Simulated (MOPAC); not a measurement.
MOPAC input (PM7):

```
PM7 FORCE THERMO(298,298) PRECISE LET UHF MS=0.5 GEO-OK AUX(PRECISION=9) THREADS=1
H3O3Si

O    -0.62893765 1    1.35490508 1   -0.60071843 1
Si   -0.05160247 1    0.13549656 1    0.18332804 1
O     1.47192329 1   -0.13930454 1   -0.15034582 1
O    -0.87128528 1   -1.21513331 1    0.24032549 1
H    -0.32055344 1    0.84510679 1    1.45805976 1
H     2.04989970 1   -0.85225586 1    0.10946629 1
H    -0.96578044 1   -1.90816904 1   -0.41119974 1
```

From the output:

```
     H    7   4.276081

          HEAT OF FORMATION =    -164.942912 KCALS/MOLE

          ZERO POINT ENERGY      20.554 KCAL/MOL

           NORMAL COORDINATE ANALYSIS (Total motion = 1 Angstrom)

   Root No.       1         2         3         4         5         6         7         8

                 1 A       2 A       3 A       4 A       5 A       6 A       7 A       8 A

                 154.0     176.0     267.1     292.9     297.2     584.3     653.9     725.6

           1   -0.0026    0.0051   -0.0200    0.0056   -0.0631   -0.1049    0.0200   -0.0197
           2    0.0415   -0.0115    0.1519   -0.0031   -0.0369   -0.0044    0.0121   -0.0027
           3   -0.0501    0.0448    0.0659   -0.0313   -0.0216    0.0099    0.0035    0.0077
           4    0.0471   -0.0194   -0.0114    0.0149   -0.0440   -0.0025   -0.0027   -0.0094
           5   -0.0309    0.0092   -0.0713   -0.0064   -0.0149    0.0030   -0.0207   -0.0106
           6    0.0578   -0.0252   -0.0142    0.0358    0.0703   -0.0210   -0.0135    0.0219
           7   -0.0526    0.0139   -0.0782   -0.0013    0.0901    0.0309   -0.0106    0.0075
           8    0.0169   -0.0038   -0.0422    0.0011   -0.0642    0.0299   -0.0421    0.0834
           9   -0.0483   -0.0339   -0.0206   -0.0014   -0.1004    0.0288    0.0142    0.0044
          10   -0.0324   -0.0041    0.1156   -0.0535    0.0483    0.0322    0.0004    0.0468
          11   -0.0097   -0.0076    0.0207   -0.0080    0.1301   -0.0355    0.0200   -0.0724
          12   -0.0275    0.0054   -0.0056   -0.0180   -0.0012   -0.0037   -0.0190   -0.0485
          13    0.2067   -0.0886   -0.0155    0.0292    0.0020    0.5562   -0.0439   -0.2726
          14   -0.0300   -0.0271   -0.1525    0.0015   -0.0002    0.1236    0.6497    0.0798
          15    0.0320   -0.0323   -0.0619    0.0311    0.0640    0.0166    0.3436    0.0717
          16   -0.0256    0.0588   -0.1042   -0.0500    0.1530    0.0663   -0.0608    0.1138
          17    0.0572   -0.0291   -0.0037    0.0448   -0.2201   -0.0645    0.0678   -0.1547
          18    0.3947    0.3878   -0.1793   -0.3242   -0.0364   -0.0004    0.0626   -0.0217
          19   -0.1045    0.3325    0.1615    0.3879   -0.1237    0.1090    0.0236   -0.1272
          20    0.0590    0.1663    0.0747    0.2918    0.1754    0.0166    0.0184    0.2396
          21   -0.0393    0.0877    0.0073    0.1001   -0.0307    0.0117   -0.0099   -0.0826

   Root No.       9        10        11        12        13        14        15

                 9 A      10 A      11 A      12 A      13 A      14 A      15 A

                 762.9     829.3     942.8    1000.7    2211.5    2728.4    2750.8

           1   -0.0417    0.0974    0.0028   -0.0437   -0.0076   -0.0004   -0.0005
           2   -0.0047    0.0081    0.0011   -0.0031    0.0017    0.0001    0.0002
           3    0.0058   -0.0128   -0.0014    0.0067   -0.0031    0.0001    0.0002
           4    0.0100   -0.0533   -0.0018    0.0714    0.0043   -0.0011    0.0024
           5    0.0527    0.0206    0.0709    0.0218    0.0146   -0.0016    0.0007
           6    0.0094   -0.0027    0.0466   -0.0336   -0.0273   -0.0021   -0.0022
           7    0.0124   -0.0248   -0.0511   -0.0518   -0.0010   -0.0246    0.0225
           8   -0.0762   -0.0253   -0.0563   -0.0442   -0.0003   -0.0112    0.0114
           9   -0.0038    0.0046    0.0000    0.0071   -0.0009    0.0023   -0.0018
          10    0.0356    0.0102    0.0335   -0.0237   -0.0004    0.0058    0.0069
          11   -0.0478   -0.0261   -0.0306    0.0137    0.0005    0.0006   -0.0004
          12   -0.0146    0.0158   -0.0809    0.0484   -0.0007   -0.0237   -0.0266
          13   -0.0553    0.2914   -0.0114   -0.0924    0.0238    0.0023   -0.0009
          14   -0.0287   -0.0098    0.0214    0.0444   -0.4414    0.0017   -0.0024
          15   -0.0385   -0.0086    0.0210   -0.0349    0.8388   -0.0006   -0.0028
          16   -0.1893    0.0352    0.0770    0.1101    0.0013    0.4437   -0.4039
          17    0.3757   -0.1582   -0.2929   -0.3570   -0.0017    0.2100   -0.1911
          18    0.0292   -0.0140   -0.0001   -0.0285   -0.0011   -0.0378    0.0357
          19   -0.1336   -0.1549    0.2204   -0.1162   -0.0031   -0.1099   -0.1213
          20    0.2286    0.2814   -0.3432    0.2399    0.0065   -0.0008   -0.0023
          21   -0.0506   -0.0222   -0.0140    0.0124   -0.0020    0.4362    0.4759

           MASS-WEIGHTED COORDINATE ANALYSIS (NORMAL COORDINATES)

   Root No.       1         2         3         4         5         6         7         8

                 1 A       2 A       3 A       4 A       5 A       6 A       7 A       8 A

                 154.0     176.0     267.1     292.9     297.2     584.3     653.9     725.6

           1   -0.0136    0.0324   -0.0777    0.0327   -0.2427   -0.5334    0.1008   -0.1113
           2    0.2161   -0.0729    0.5917   -0.0179   -0.1420   -0.0221    0.0608   -0.0152
           3   -0.2609    0.2827    0.2566   -0.1822   -0.0830    0.0505    0.0178    0.0437
           4    0.3254   -0.1621   -0.0589    0.1148   -0.2239   -0.0167   -0.0178   -0.0704
           5   -0.2131    0.0765   -0.3681   -0.0497   -0.0758    0.0201   -0.1379   -0.0795
           6    0.3990   -0.2104   -0.0731    0.2763    0.3580   -0.1413   -0.0902    0.1642
           7   -0.2741    0.0876   -0.3048   -0.0078    0.3463    0.1573   -0.0535    0.0422
           8    0.0883   -0.0241   -0.1645    0.0062   -0.2468    0.1518   -0.2122    0.4714
           9   -0.2516   -0.2140   -0.0804   -0.0081   -0.3858    0.1464    0.0715    0.0248
          10   -0.1686   -0.0256    0.4503   -0.3117    0.1856    0.1638    0.0021    0.2643
          11   -0.0504   -0.0483    0.0806   -0.0465    0.5001   -0.1805    0.1006   -0.4094
          12   -0.1432    0.0338   -0.0220   -0.1050   -0.0047   -0.0186   -0.0955   -0.2744
          13    0.2704   -0.1405   -0.0152    0.0427    0.0020    0.7096   -0.0554   -0.3868
          14   -0.0392   -0.0430   -0.1490    0.0022   -0.0002    0.1577    0.8207    0.1132
          15    0.0418   -0.0512   -0.0605    0.0455    0.0618    0.0211    0.4341    0.1017
          16   -0.0334    0.0931   -0.1018   -0.0731    0.1476    0.0846   -0.0768    0.1614
          17    0.0748   -0.0461   -0.0036    0.0654   -0.2124   -0.0823    0.0856   -0.2195
          18    0.5162    0.6145   -0.1753   -0.4738   -0.0352   -0.0005    0.0790   -0.0308
          19   -0.1367    0.5270    0.1579    0.5670   -0.1194    0.1391    0.0298   -0.1805
          20    0.0771    0.2635    0.0731    0.4266    0.1692    0.0211    0.0233    0.3399
          21   -0.0514    0.1391    0.0072    0.1464   -0.0296    0.0149   -0.0125   -0.1173

   Root No.       9        10        11        12        13        14        15

                 9 A      10 A      11 A      12 A      13 A      14 A      15 A

                 762.9     829.3     942.8    1000.7    2211.5    2728.4    2750.8

           1   -0.2301    0.5500    0.0132   -0.2315   -0.0313   -0.0024   -0.0031
           2   -0.0260    0.0458    0.0054   -0.0165    0.0070    0.0004    0.0009
           3    0.0317   -0.0725   -0.0068    0.0355   -0.0126    0.0007    0.0013
           4    0.0733   -0.3990   -0.0114    0.5015    0.0235   -0.0086    0.0188
           5    0.3851    0.1544    0.4511    0.1530    0.0800   -0.0123    0.0051
           6    0.0685   -0.0204    0.2966   -0.2360   -0.1498   -0.0164   -0.0169
           7    0.0683   -0.1400   -0.2454   -0.2746   -0.0040   -0.1437    0.1317
           8   -0.4206   -0.1431   -0.2702   -0.2344   -0.0011   -0.0652    0.0668
           9   -0.0211    0.0262    0.0000    0.0375   -0.0038    0.0133   -0.0105
          10    0.1962    0.0575    0.1608   -0.1255   -0.0015    0.0339    0.0401
          11   -0.2637   -0.1476   -0.1469    0.0725    0.0020    0.0035   -0.0024
          12   -0.0805    0.0893   -0.3883    0.2567   -0.0030   -0.1385   -0.1557
          13   -0.0766    0.4133   -0.0138   -0.1230    0.0247    0.0033   -0.0013
          14   -0.0397   -0.0139    0.0259    0.0591   -0.4584    0.0025   -0.0035
          15   -0.0533   -0.0121    0.0254   -0.0464    0.8710   -0.0009   -0.0041
          16   -0.2620    0.0499    0.0929    0.1466    0.0014    0.6499   -0.5925
          17    0.5201   -0.2243   -0.3530   -0.4751   -0.0018    0.3075   -0.2803
          18    0.0404   -0.0199   -0.0001   -0.0379   -0.0011   -0.0553    0.0524
          19   -0.1850   -0.2197    0.2657   -0.1547   -0.0033   -0.1609   -0.1780
          20    0.3165    0.3990   -0.4137    0.3193    0.0068   -0.0012   -0.0034
          21   -0.0701   -0.0315   -0.0169    0.0165   -0.0021    0.6389    0.6981

          DESCRIPTION OF VIBRATIONS

 VIBRATION          1    1A          ATOM PAIR     ENERGY CONTRIBUTION    RADIAL
 FREQUENCY           153.99         Si2 -- O 3         +33.5% (185.5%)      0.3%
 TRANSITION DIPOLE   1.0192         Si2 -- O 4         +27.2% (167.2%)      0.0%
 TRAVEL (Ang.)       0.3597         O 1 -- Si2         +21.2% (147.7%)     15.7%
 REDUCED MASS        3.3850         Si2 -- H 5          +8.1% ( 91.0%)     97.7%
 EFFECTIVE MASS     63.5800
 FORCE CONSTANT      0.0473

 VIBRATION          2    2A          ATOM PAIR     ENERGY CONTRIBUTION    RADIAL
 FREQUENCY           175.97         O 4 -- H 7         +25.7% ( 90.0%)      0.3%
 TRANSITION DIPOLE   1.1165         O 3 -- H 6         +20.1% ( 79.5%)      0.8%
 TRAVEL (Ang.)       0.7873         Si2 -- O 3         +18.2% ( 75.7%)      0.0%
 REDUCED MASS        0.6182         Si2 -- O 4         +15.6% ( 70.0%)      0.2%
 EFFECTIVE MASS     11.8054         O 1 -- Si2         +14.0% ( 66.5%)     12.5%
 FORCE CONSTANT      0.0113

 VIBRATION          3    3A          ATOM PAIR     ENERGY CONTRIBUTION    RADIAL
 FREQUENCY           267.09         O 1 -- Si2         +22.9% (104.9%)      0.0%
 TRANSITION DIPOLE   0.7815         Si2 -- O 3         +22.5% (103.9%)      8.5%
 TRAVEL (Ang.)       0.2396         Si2 -- O 4         +18.9% ( 95.1%)      0.5%
 REDUCED MASS        4.3965         Si2 -- H 5         +16.6% ( 89.2%)     17.1%
 EFFECTIVE MASS     26.2138         O 3 -- H 6         +12.2% ( 76.5%)     82.6%
 FORCE CONSTANT      0.1848

 VIBRATION          4    4A          ATOM PAIR     ENERGY CONTRIBUTION    RADIAL
 FREQUENCY           292.92         O 4 -- H 7         +36.5% ( 74.6%)      0.1%
```
